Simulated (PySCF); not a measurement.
GaBr₂, SMILES [Br][Ga+][Br], charge +1.

Coordinates come from a ωB97X-D3(BJ)/def2-SVP optimisation. The spin state was assumed, not searched. The isomer is the one that the SMILES or the coordinates give; other isomers of the formula were not compared.

Two levels are set side by side: TDA-PBE/def2-SVPD (PySCF) and TDA-ωB97X/def2-SVPD (PySCF). Vertical, same geometry. The lowest singlet is HOMO→LUMO 100 % with PBE and HOMO→LUMO 98 % with the other functional; states are paired by order. Differences are taken from unrounded values.

```tsv
quantity	TDA-ωB97X
lowest singlet excitation (eV)	4.96
lowest triplet excitation (TDA) (eV)	4.50
```

### Question
What does TDA-PBE give, and how far is it from TDA-ωB97X? (The exact figures need the calculation; the answer reports its results.)

### Answer

```tsv
quantity	TDA-PBE	TDA-PBE minus TDA-ωB97X
lowest singlet excitation (eV)	4.06	-0.89
lowest triplet excitation (TDA) (eV)	3.66	-0.84
```

A lower first singlet is the usual sign of a functional without exact exchange. Differences between two approximate levels are no errors against the true value.

Rough cost on one machine, each run with all the roots and properties that it gave: TDA-ωB97X against TDA-PBE about 4 times.
